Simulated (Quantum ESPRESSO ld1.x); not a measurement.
Question: All-electron atom: Bi67+ in [Ne] 3s2 3p4 (the NIST ground configuration). Method: scalar-relativistic Kohn-Sham, LDA (Slater exchange, VWN5 correlation), spin-polarised, spherical densities, point nucleus; open shells are filled with parallel spins first; computed with ld1.x of Quantum ESPRESSO 7.5. Some entries of the table are withheld. Estimate them.

| orbital | occ. | eigenvalue (hartree) | <r^2> (bohr^2) |
|---|---|---|---|
| 1s up | 1 | -3538.56 | 0.0003461 |
| 1s down | 1 | -3538.22 | 0.0003460 |
| 2s up | 1 | (1) | 0.005141 |
| 2s down | 1 | (2) | 0.005138 |
| 2p up | 3 | -714.129 | 0.004368 |
| 2p down | 3 | -713.775 | 0.004366 |
| 3s up | 1 | -318.610 | 0.02927 |
| 3s down | 1 | -317.781 | 0.02930 |
| 3p up | 3 | -293.771 | 0.02931 |
| 3p down | 1 | -292.942 | 0.02934 |

Answer: 
(1) 2s up eigenvalue (hartree): -799.428
(2) 2s down eigenvalue (hartree): -799.142
